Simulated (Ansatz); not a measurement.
Consider the formal exchange of groups at the Si–O bond: `C=C[Si](O)(O)F` + CH₄ → `C=C[Si](C)(O)F` + H₂O.

Isolated molecules relaxed with PBE0-D4/def2-TZVP in Ansatz; ΔE leaves out vibrations. CBS: MP2 limit from def2 TZ/QZ plus the TZ coupled-cluster correction, frozen cores. This one scheme is used for every species. DFT in def2-TZVPP. One conformer a species, not always the lowest.

```json
{"level": "PBE-D4", "ΔE (kJ/mol)": "105.8", "difference from CCSD(T)/CBS": "-6.8"}
{"level": "r2SCAN-D4", "ΔE (kJ/mol)": "117.5", "difference from CCSD(T)/CBS": "4.9"}
{"level": "PBE0-D4", "ΔE (kJ/mol)": "109.0", "difference from CCSD(T)/CBS": "-3.6"}
{"level": "HF/def2-TZVPP", "ΔE (kJ/mol)": "133.1", "difference from CCSD(T)/CBS": "20.5"}
{"level": "CCSD/def2-TZVPP", "ΔE (kJ/mol)": "117.2", "difference from CCSD(T)/CBS": "4.6"}
{"level": "CCSD(T)/def2-TZVPP", "ΔE (kJ/mol)": "115.2", "difference from CCSD(T)/CBS": "2.6"}
{"level": "MP2/def2-QZVPP", "ΔE (kJ/mol)": "114.1", "difference from CCSD(T)/CBS": "1.5"}
{"level": "HF/CBS(def2)", "ΔE (kJ/mol)": "133.5", "difference from CCSD(T)/CBS": "20.9"}
{"level": "MP2/CBS(def2)", "ΔE (kJ/mol)": "112.9", "difference from CCSD(T)/CBS": "0.3"}
{"level": "CCSD/CBS(def2)", "ΔE (kJ/mol)": "114.6", "difference from CCSD(T)/CBS": "2.0"}
{"level": "CCSD(T)/CBS", "ΔE (kJ/mol)": "112.6", "difference from CCSD(T)/CBS": "0"}
```

Largest T1 diagnostic among the species: 0.012.

The D4 term adds −3.4 kJ/mol with B3LYP and −2.0 kJ/mol with PBE0; it sums over pairs of atoms, weighted by their polarisabilities, and B3LYP, whose exchange is more repulsive, gets the larger term. In def2-TZVPP, CCSD(T) changes the Hartree–Fock value by −17.9 kJ/mol (the triples alone add −2.1 kJ/mol) and MP2 by −17.7 kJ/mol.

B3LYP here is the variant with VWN-RPA as its local correlation; programs differ in this.
